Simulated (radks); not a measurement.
Species: O II. Configuration: 1s1 2s2 2p4 (not the ground configuration). Calculated with a radial shooting solver on a logarithmic mesh with Libxc functionals: scalar-relativistic Kohn-Sham, SCAN, spin-unpolarised, spherical densities, finite nucleus; meta-GGA in the generalised Kohn-Sham scheme; Fermi nuclear charge, rms radius 2.6991 fm.

Local quantities along the radius. ELF = 1/(1 + alpha^2) is the electron localisation function; alpha = (tau - tau_W)/tau_unif compares the Pauli kinetic energy density with that of the uniform gas. tau is taken from the large components.

```
   r/bohr * ELF (the largest magnitude, 1, reaches the edge; | marks zero)
  0.01153 |                                                      *
  0.01408 |                                                      *
  0.01733 |                                                      *
  0.02117 |                                                      *
  0.02586 |                                                      *
  0.03158 |                                                      *
  0.03889 |                                                      *
   0.0475 |                                                      *
  0.05801 |                                                      *
  0.07142 |                                                      *
  0.08724 |                                                      *
   0.1066 |                                                     *
   0.1312 |                                                   *
   0.1602 |                                             *
   0.1957 |                            *
    0.239 |           *
   0.2943 |    *
   0.3595 |     *
   0.4391 |             *
   0.5406 |                             *
   0.6603 |                                         *
   0.8064 |                                             *
   0.9929 |                                              *
    1.213 |                                             *
    1.481 |                                        *
    1.809 |                              *
    2.228 |             *
    2.721 |  *
    3.323 *
```

On this mesh the ELF has minima near r = 0.32 bohr, which separate the shells, and maxima near 0.99 (0.86).
